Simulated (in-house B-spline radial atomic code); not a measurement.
Configurations of Ga⁸⁺, with energies counted from [Ar] 3d5. Method: Dirac-Hartree-Fock, average of configuration, Fermi nucleus of rms radius 3.9973 fm. Calculated with a B-spline radial code for spherical atoms. Energies include first-order Breit, QED and recoil terms.

Occupations are held fixed; configurations that lie above the ionisation limit could autoionise.

| configuration | E - E(ref) (eV) | highest orbital | its <r> (bohr) |
| --- | --- | --- | --- |
| [Ne] 3s2 3p5 3d6 | 87.962 | 3d5/2 | 0.6293 |
| [Ar] 3d4 4p1 | 90.851 | 4p3/2 | 1.534 |
| [Ar] 3d4 5s1 | 134.59 | 5s1/2 | 2.592 |
| [Ar] 3d4 6p1 | 164.33 | 6p3/2 | 4.312 |
| [Ar] 3d4 7p1 | 176.93 | 7p3/2 | 6.197 |
| [Ar] 3d4 7g1 | 183.66 | 7g9/2 | 7.035 |
| [Ne] 3s2 3p5 3d5 4f1 | 221.55 | 4f7/2 | 1.867 |
| [Ne] 3s2 3p5 3d5 7s1 | 261.46 | 7s1/2 | 5.892 |
| [Ne] 3s2 3p5 3d5 6g1 | 262.05 | 6g9/2 | 4.873 |
| [Ne] 3s2 3p5 3d5 7f1 | 269.57 | 7f7/2 | 7.24 |

Question: Order these further configurations by energy, lowest first.
A. [Ne] 3s2 3p5 3d5 5g1
B. [Ar] 3d4 5f1
C. [Ne] 3s2 3p5 3d5 4s1
D. [Ar] 3d4 6s1
E. [Ar] 3d4 4f1

Answer: E (135.09 eV), B (160.59 eV), D (160.89 eV), C (161.73 eV), A (248.58 eV).

Question: How far above the reference does [Ne] 3s2 3p5 3d5 7g1 lie?

Answer: 270.19 eV; its least bound orbital is 7g9/2 with <r> = 7.034 bohr.

Question: How far above the reference does [Ne] 3s2 3p5 3d5 5s1 lie?

Answer: 221.16 eV; its least bound orbital is 5s1/2 with <r> = 2.593 bohr.

Question: How far above the reference does [Ar] 3d4 6f1 lie?

Answer: 174.6 eV; its least bound orbital is 6f7/2 with <r> = 5.115 bohr.
